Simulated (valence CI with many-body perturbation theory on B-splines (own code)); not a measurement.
Values are calculated unless marked as measured or tabulated.
**Hyperfine factors and g values of Os⁴⁴⁺**

Method: valence CI with perturbative core correlation (CI+MBPT): four valence electrons over a frozen Dirac-Fock core [Ar] 3d10, radial functions for each j: 11 s, 11 p, 10 d, 8 f, 5 g, 2 h, with the one-electron correlation potential Σ1, the two-electron term Σ2, the three-electron term Σ3, Breit, model QED; selected CI, second order for the rest, scaled by the run's own slope (own B-spline code, finite nucleus).

The last digits are not significant, and no measured levels were compared; by estimate large intervals hold to a few tenths of a per cent, small ones and those within an open d or f shell to about a per cent. Among the levels kept, up to 430 cm⁻¹ of a level comes from second order outside the variational space, and about a tenth of that is noise between levels of different J, which matters for small intervals.

A/g_I is the dipole constant over the nuclear g factor μ/I (μ in nuclear magnetons, uniformly magnetised nucleus), B/Q the quadrupole constant per barn. Both hold the static response of the core; the bare values leave it out. Large factors of s and p1/2 electrons are usually good to 5 to 10 %; those of open d and f shells near neutrality can be off by tens of per cent, and small factors of p3/2, d and f electrons come from cancelling terms and can be off by a factor of two or in sign, in half-filled shells by more. B is blank for J = 1/2, where it vanishes, and for nearly pure S terms. Energies count from the lowest level. Levels with J = 0 are left out.

Levels are named by their leading jj configuration (3d3/2^4 stands for four electrons in 3d with j = 3/2), which in mixed levels can hold well under half, so a name can repeat and another be missing. Letters in brackets count levels of one name in rising energy.

```csv
Level,E (× 10³ cm⁻¹),g,A/g_I (MHz),A/g_I bare,B/Q (MHz/b),B/Q bare
(4s^2 4p1/2 4p3/2) J=1,856.74,1.496,-65100,-63700,65500,63500
(4s^2 4p1/2 4p3/2) J=2,892.73,1.175,194000,188000,117000,113000
(4s 4p1/2^2 4p3/2) J=2,1673.5,1.560,488000,473000,119000,115000
(4s^2 4p3/2^2) J=2,1776.8,1.315,66300,63800,13900,13500
(4s 4p1/2^2 4p3/2) J=1,1796.6,1.068,-351000,-340000,83700,81200
(4s^2 4p1/2 4d3/2) J=2,2148.9,0.762,168000,164000,25200,24900
(4s^2 4p1/2 4d3/2) J=1,2302.6,0.860,-124000,-119000,9640,9570
(4s^2 4p1/2 4d5/2) J=2,2386.0,1.383,43000,42100,7580,7580
(4s^2 4p1/2 4d5/2) J=3,2407.4,1.143,143000,139000,4320,4570
(4s 4p1/2 4p3/2^2) J=2 [a],2537.4,1.439,209000,203000,50700,49300
(4s 4p1/2 4p3/2^2) J=3,2591.6,1.292,397000,384000,19100,18600
(4s 4p1/2 4p3/2^2) J=1 [a],2687.1,1.282,560000,543000,-98400,-95400
(4s 4p1/2 4p3/2^2) J=2 [b],2707.2,1.092,10300,9950,-18900,-18500
(4s 4p1/2 4p3/2^2) J=1 [b],2719.9,1.360,107000,104000,60700,58800
(4s 4p1/2^2 4d3/2) J=1,2975.9,0.423,-400000,-386000,11200,11000
(4s 4p1/2^2 4d3/2) J=2,3004.3,1.155,437000,424000,20800,20600
(4s^2 4p3/2 4d3/2) J=2,3139.5,1.049,37700,36800,-6370,-6150
(4s^2 4p3/2 4d3/2) J=1,3151.8,1.125,50900,49700,-58000,-56400
(4s^2 4p3/2 4d3/2) J=3,3158.7,1.112,53000,51700,129000,125000
(4s 4p1/2^2 4d5/2) J=3,3218.6,1.358,300000,291000,19700,19500
(4s^2 4p3/2 4d5/2) J=4,3245.5,1.246,32400,31700,159000,154000
(4s^2 4p3/2 4d5/2) J=2,3263.1,1.278,80900,78900,-90900,-88000
(4s 4p1/2^2 4d5/2) J=2,3276.7,1.051,-232000,-224000,558,911
(4s^2 4p3/2 4d5/2) J=3,3399.2,1.183,35800,35000,11500,11500
(4s^2 4p3/2 4d5/2) J=1,3416.2,1.097,-34400,-31800,16200,15800
(4p1/2^2 4p3/2^2) J=2,3532.5,1.261,50300,49100,29100,28300
(4s 4p3/2^3) J=2,3557.6,1.399,441000,427000,-127000,-123000
(4s 4p3/2^3) J=1,3670.6,1.175,-343000,-332000,-43400,-42000
(4s 4p1/2 4p3/2 4d3/2) J=1 [a],3764.8,1.167,205000,199000,-62800,-60900
(4s 4p1/2 4p3/2 4d3/2) J=2 [a],3767.6,1.088,138000,134000,-30400,-29500
(4s 4p1/2 4p3/2 4d3/2) J=3 [a],3775.1,1.002,121000,118000,62900,60900
(4s^2 4p1/2 4f5/2) J=3,3806.9,0.993,220000,214000,-10900,-10800
(4s 4p1/2 4p3/2 4d3/2) J=4,3831.8,1.156,266000,258000,91000,88300
(4s^2 4p1/2 4f5/2) J=2,3850.2,0.906,-31700,-29900,-10200,-10200
```

(1) Take the isotope of mass number 187, with I = 1/2, μ = 0.06442 μN. What is the hyperfine structure of (4s^2 4p1/2 4p3/2) J=2?

Results:

(1) From the table A = 25100 MHz. Shifts from the centre of gravity in MHz: F = 3/2: -37600, F = 5/2: 25100.
